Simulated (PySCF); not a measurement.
Löwdin shares of the frontier orbitals

C₅H₁₀N₂.
Geometry (PBE0-D3(BJ)/def2-SVP, Å), atoms numbered from 1 in this order:
```xyz
17
C5H10N2 angstrom
C      2.7882    0.0280    0.0776
C      1.6886   -0.7238    0.2503
N      0.4088   -0.2740    0.4501
C     -0.7668   -1.0639    0.1028
C     -1.9268   -0.0761    0.3181
C     -1.2126    1.1901    0.8301
N      0.1462    1.0921    0.3315
H      3.7603   -0.4554   -0.0229
H      2.7378    1.1179    0.0863
H      1.7541   -1.8172    0.2538
H     -0.7377   -1.4201   -0.9466
H     -0.8279   -1.9515    0.7523
H     -2.4410    0.1242   -0.6339
H     -2.6801   -0.4502    1.0260
H     -1.1807    1.1975    1.9312
H     -1.6791    2.1270    0.4945
H      0.1633    1.3495   -0.6660
```

Theory: PySCF, TDDFT wB97X-D/def2-SVPD, vertical, gas phase, core orbitals frozen in the response.

Kohn–Sham orbitals with the atoms that hold most of them (Löwdin shares over 4%, at most four atoms; ? is withheld):

```
orbital  ε (eV)                             atoms
 HOMO-3  -11.74     C5 17%, C6 15%, C1 8%, H16 7%
 HOMO-2  -10.84    C2 20%, N3 19%, C4 13%, C1 10%
 HOMO-1   -9.31                                 ?
   HOMO   -7.25    N3 32%, C1 27%, C2 12%, N7 10%
   LUMO       ?                                 ?
 LUMO+1    2.76     C2 24%, C1 22%, N3 8%, H10 6%
 LUMO+2    2.91  C2 12%, H10 12%, C6 10%, H16 10%
```

Question: Give the leading atoms of the LUMO.

Answer: C4 (bonded to C, N and 2 H) 13%; C5 (bonded to 2 C and 2 H) 12%; C6 (bonded to C, N and 2 H) 10%; C2 (bonded to C, N and H) 9%.

Question: Which atoms hold the HOMO-1, and with what shares?

Answer: N7 (bonded to C, N and H) 49%; C2 (bonded to C, N and H) 9%; C1 (bonded to C and 2 H) 8%; C6 (bonded to C, N and 2 H) 8%. By element: nitrogen 49% or more, carbon 26% or more.

Question: What is the LUMO energy, and the HOMO–LUMO gap?

Answer: ε(LUMO) = 2.14 eV; the gap is 9.39 eV (0.3451 hartree).

Question: The HOMO–LUMO gap is 9.39 eV. Where does the response calculation put the lowest singlet, and from which orbitals?

Answer: S1 is at 5.37 eV (f = 0.103), 4.02 eV below the gap, made of HOMO→LUMO (86%). Without the coupling terms of the response equations the lowest excitation would equal the gap.

Question: One configuration dominates each of S1 and S2. Which, and how do the shares of the two leading atoms of either orbital change from the occupied to the empty one?

Answer: 
- S1 (5.37 eV, f 0.103), HOMO→LUMO (86%): N3 32% → at most 9%, C1 27% → at most 9%, C4 at most 10% → 13%, C5 at most 10% → 12%
- S2 (5.94 eV, f 0.282), HOMO→LUMO+1 (78%): N3 32% → 8%, C1 27% → 22%, C2 12% → 24%

Löwdin shares depend on the basis, the more so with diffuse functions.

One conformer stands for the species.
